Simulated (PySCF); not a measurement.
SMILES [H]/N=C/[C@@H]1[C@H]2CCC[C@@]12O, C7H11NO

Molfile (atoms numbered from 1):
```
C7H11NO
     RDKit          3D

 20 21  0  0  0  0  0  0  0  0999 V2000
    3.0673    2.3361    0.6151 H   0  0  0  0  0  0  0  0  0  0  0  0
    2.1745    1.8618    0.5179 N   0  0  0  0  0  0  0  0  0  0  0  0
    2.2048    0.7581   -0.1063 C   0  0  0  0  0  0  0  0  0  0  0  0
    0.9965   -0.0274   -0.2863 C   0  0  2  0  0  0  0  0  0  0  0  0
   -0.3230    0.7038   -0.5437 C   0  0  1  0  0  0  0  0  0  0  0  0
   -1.3913   -0.0930   -1.2537 C   0  0  0  0  0  0  0  0  0  0  0  0
   -1.4817   -1.4143   -0.4706 C   0  0  0  0  0  0  0  0  0  0  0  0
   -0.9997   -1.0975    0.9511 C   0  0  0  0  0  0  0  0  0  0  0  0
   -0.0902    0.1056    0.7984 C   0  0  1  0  0  0  0  0  0  0  0  0
    0.1578    0.8156    1.9413 O   0  0  0  0  0  0  0  0  0  0  0  0
    3.1204    0.3117   -0.5171 H   0  0  0  0  0  0  0  0  0  0  0  0
    1.1382   -0.9872   -0.7617 H   0  0  0  0  0  0  0  0  0  0  0  0
   -0.2557    1.7684   -0.7118 H   0  0  0  0  0  0  0  0  0  0  0  0
   -2.3337    0.4541   -1.1917 H   0  0  0  0  0  0  0  0  0  0  0  0
   -1.1655   -0.2617   -2.3081 H   0  0  0  0  0  0  0  0  0  0  0  0
   -2.4946   -1.8129   -0.4712 H   0  0  0  0  0  0  0  0  0  0  0  0
   -0.8353   -2.1645   -0.9267 H   0  0  0  0  0  0  0  0  0  0  0  0
   -1.8287   -0.8008    1.5952 H   0  0  0  0  0  0  0  0  0  0  0  0
   -0.4914   -1.9410    1.4173 H   0  0  0  0  0  0  0  0  0  0  0  0
    0.8261    1.4956    1.7095 H   0  0  0  0  0  0  0  0  0  0  0  0
  1  2  1  0
  2  3  2  0
  3  4  1  0
  4  5  1  0
  5  6  1  0
  6  7  1  0
  7  8  1  0
  8  9  1  0
  9 10  1  1
  9  4  1  0
  9  5  1  0
  3 11  1  0
  4 12  1  6
  5 13  1  1
  6 14  1  0
  6 15  1  0
  7 16  1  0
  7 17  1  0
  8 18  1  0
  8 19  1  0
 10 20  1  0
M  END
```

Theory: GIAO HF/pcSseg-1 magnetisability, rotational g tensor and spin-rotation constants, non-relativistic, gas phase in PySCF 2.14.0. Geometry: GFN2-xTB.

**Question.** Give the nuclear spin-rotation constants along the inertial axes (H = +C I·J) beside the isotropic shieldings.

**Answer.** Rotational constants 3.2355, 1.3459, 1.1430 GHz. A star marks the isotopologue with that one atom substituted, in its own axes.
| atom | isotope | Caa (kHz) | Cbb (kHz) | Ccc (kHz) | mean (kHz) | σ (ppm) |
| --- | --- | --- | --- | --- | --- | --- |
| H1 | 1H | 0.512 | -0.160 | -0.132 | 0.073 | 22.6 |
| N2 | 14N | 0.970 | 0.090 | 0.146 | 0.402 | -48.5 |
| H11 | 1H | -0.186 | -0.055 | 0.022 | -0.073 | 23.4 |
| H12 | 1H | -0.270 | -0.134 | -0.037 | -0.147 | 31.3 |
| H13 | 1H | -0.254 | -0.147 | -0.016 | -0.139 | 30.7 |
| H14 | 1H | -0.288 | -0.138 | 0.004 | -0.141 | 30.2 |
| H15 | 1H | -0.352 | 0.029 | -0.122 | -0.149 | 30.6 |
| H16 | 1H | 0.057 | -0.142 | -0.121 | -0.069 | 30.5 |
| H17 | 1H | -0.349 | -0.114 | -0.013 | -0.158 | 31.1 |
| H18 | 1H | -0.292 | -0.041 | -0.068 | -0.134 | 29.8 |
| H19 | 1H | -0.347 | -0.121 | 0.013 | -0.152 | 30.1 |
| H20 | 1H | -0.019 | -0.082 | -0.076 | -0.059 | 25.1 |
| C3 | 13C* | 1.667 | 0.362 | 0.421 | 0.816 | 7.3 |
| C4 | 13C* | 0.345 | 0.202 | 0.184 | 0.244 | 170.3 |
| C5 | 13C* | 0.400 | 0.235 | 0.196 | 0.277 | 159.0 |
| C6 | 13C* | 0.423 | 0.195 | 0.182 | 0.267 | 165.9 |
| C7 | 13C* | 0.434 | 0.167 | 0.164 | 0.255 | 173.2 |
| C8 | 13C* | 0.436 | 0.202 | 0.196 | 0.278 | 161.5 |
| C9 | 13C* | 0.541 | 0.313 | 0.232 | 0.362 | 128.9 |
| O10 | 17O* | -0.079 | -0.133 | -0.065 | -0.092 | 323.9 |

For the geometry as given, no vibrational averaging.
